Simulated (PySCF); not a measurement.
These 2 structures share the formula CH8OSSi2. Method used: PySCF 2.14.0, PBE0-D3(BJ)/def2-SVP geometry optimisation, gas phase. One conformer each; no zero-point energy, no entropy. No frequencies were run at this level. Point groups hold within 0.08 Å.

Question: Rank from lowest to highest electronic energy at this level (kJ/mol).
A. `[CH3:1][S:2][Si@@H:3]([OH:4])[SiH3:5]` with C1–S2–Si3–O4 156°, S2–Si3–O4–H -57°
B. `[CH3:1][S:2][SiH2:3][O:4][SiH3:5]` with C1–S2–Si3–O4 69°, S2–Si3–O4–Si5 32°

Answer: B (0.0), A (89.8).

As drawn, the higher has an O–H bond and an Si–Si bond, which the lower lacks.

| SMILES | E (Eh) | E rel (kJ/mol) | dipole (D) | point group | A, B, C (MHz) |
| --- | --- | --- | --- | --- | --- |
| CS[SiH2]O[SiH3] | -1094.50965 | 0.0 | 1.19 | C1 | 3680, 1432, 1212 |
| CS[Si@@H](O)[SiH3] | -1094.47546 | 89.8 | 1.94 | C1 | 2956, 1570, 1174 |

How do the relative energies change in single points at B3LYP/pcSseg-1 (no added dispersion term) on the same geometries?

| SMILES | PBE0-D3(BJ)/def2-SVP (kJ/mol) | B3LYP/pcSseg-1 (kJ/mol) | shift |
| --- | --- | --- | --- |
| CS[SiH2]O[SiH3] | 0.0 | 0.0 | 0.0 |
| CS[Si@@H](O)[SiH3] | 89.8 | 103.0 | +13.2 |

Each column counts from its own lowest isomer. The order is unchanged; the largest shift is 13.2 kJ/mol.
